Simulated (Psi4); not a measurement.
CH$_{4}$, charge +1, doublet, geometry from GFN2-xTB (a state made from the parent by changing its charge; the spin is typed, not shown lowest), atoms displaced at random by about 0.03 Å a coordinate; TPSS/def2-TZVP, gradient run with Psi4 1.11.

Input for Psi4:
```
memory 2 GB

molecule mol {
1 2
  C     0.025989    0.014359    0.036353
  H    -0.865869   -0.140161   -0.692314
  H     0.134273    1.107723   -0.212665
  H    -0.308456   -0.592446    0.920777
  H     1.045486   -0.430877   -0.079917
symmetry c1
no_reorient
no_com
}

set basis def2-tzvp
set reference uks

gradient('tpss')
print_variables()
```

What the program printed (banner, timings and long lists left out):

```
gradient() will perform analytic gradient computation.

   => Loading Basis Set <=

    Name: DEF2-TZVP
    Role: ORBITAL
    Keyword: BASIS

         ---------------------------------------------------------
                                   SCF
               by Justin Turney, Rob Parrish, Andy Simmonett
                          and Daniel G. A. Smith
                              UKS Reference
         ---------------------------------------------------------

  ==> Geometry <==

    Molecular point group: c1
    Full point group: C1

    Geometry (in Angstrom), charge = 1, multiplicity = 2:

       Center              X                  Y                   Z               Mass
    ------------   -----------------  -----------------  -----------------  -----------------
         C            0.025989000000     0.014359000000     0.036353000000    12.000000000000
         H           -0.865869000000    -0.140161000000    -0.692314000000     1.007825032230
         H            0.134273000000     1.107723000000    -0.212665000000     1.007825032230
         H           -0.308456000000    -0.592446000000     0.920777000000     1.007825032230
         H            1.045486000000    -0.430877000000    -0.079917000000     1.007825032230

  Running in c1 symmetry.

  Rotational constants: A =      5.89951  B =      5.23138  C =      3.93029 [cm^-1]
  Rotational constants: A = 176862.88296  B = 156832.68639  C = 117827.02381 [MHz]
  Nuclear repulsion =   12.954036799381521

  Charge       = 1
  Multiplicity = 2
  Electrons    = 9
  Nalpha       = 5
  Nbeta        = 4

  ==> Algorithm <==

  SCF Algorithm Type is DF.
  DIIS enabled.
  MOM disabled.
  Fractional occupation disabled.
  Guess Type is SAD.
  Energy threshold   = 1.00e-08
  Density threshold  = 1.00e-08
  Integral threshold = 1.00e-12

  ==> Primary Basis <==

  Basis Set: DEF2-TZVP
    Blend: DEF2-TZVP
    Number of shells: 27
    Number of basis functions: 55
    Number of Cartesian functions: 60
    Spherical Harmonics?: true
    Max angular momentum: 3

  ==> DFT Potential <==

   => LibXC <=

    Version 7.1.2
    S. Lehtola, C. Steigemann, M. J. T. Oliveira, and M. A. L. Marques,  SoftwareX 7, 1–5 (2018) (10.1016/j.softx.2017.11.002)

   => Composite Functional: TPSS <=

    TPSS Meta-GGA XC Functional

    J. Tao, et al., Phys. Rev. Lett., 91, 146401, 2003

    Deriv               =              1
    GGA                 =           TRUE
    Meta                =           TRUE

[...]
  @DF-UKS Final Energy:   -40.07350047408550
    Total Energy =                        -40.0735004740854990
[...]
    K tasked:                   No
    wK tasked:                  No
    Integrals threads:           1
    Schwarz Cutoff:          1E-12
    Fitting Condition:       1E-10

   => Auxiliary Basis Set <=

  Basis Set: (DEF2-TZVP AUX)
    Blend: DEF2-UNIVERSAL-JKFIT
    Number of shells: 49
    Number of basis functions: 147
    Number of Cartesian functions: 169
    Spherical Harmonics?: true
    Max angular momentum: 4

  ==> DFT Potential <==

   => LibXC <=

    Version 7.1.2
    S. Lehtola, C. Steigemann, M. J. T. Oliveira, and M. A. L. Marques,  SoftwareX 7, 1–5 (2018) (10.1016/j.softx.2017.11.002)

   => Composite Functional: TPSS <=

    TPSS Meta-GGA XC Functional

    J. Tao, et al., Phys. Rev. Lett., 91, 146401, 2003

    Deriv               =              1
    GGA                 =           TRUE
    Meta                =           TRUE

    Exchange Hybrid     =          FALSE
    MP2 Hybrid          =          FALSE

   => Exchange Functionals <=

    1.0000   XC_MGGA_X_TPSS

   => Correlation Functionals <=

    1.0000   XC_MGGA_C_TPSS

   => LibXC Density Thresholds  <==

    XC_MGGA_C_TPSS:  1.00E-15
    XC_MGGA_X_TPSS:  1.00E-15

   => Molecular Quadrature <=

    Radial Scheme          =       TREUTLER
    Pruning Scheme         =           NONE
    Nuclear Scheme         =       TREUTLER

    Blocking Scheme        =         OCTREE
    BS radius alpha        =              1
    Pruning alpha          =              1
    Radial Points          =             75
    Spherical Points       =            302
    Total Points           =         109953
    Total Blocks           =            878
    Max Points             =            256
    Max Functions          =             55
    Weights Tolerance      =       1.00E-15

  -Total Gradient:
     Atom            X                  Y                   Z
    ------   -----------------  -----------------  -----------------
       1        0.002570087097     0.010046598847     0.013842866548
       2        0.003956752228    -0.006120775790    -0.017440959456
       3       -0.005876287954     0.002390620790     0.006319122834
       4        0.007188462159     0.005308201556     0.005621779053
       5       -0.007842636359    -0.011622120114    -0.008345898058

  Variable Map:
  ----------------------------------------------------------------------------
[...]
  Array Variable Map:
  ----------------------------------------------------------------------------
[...]
[...]
```
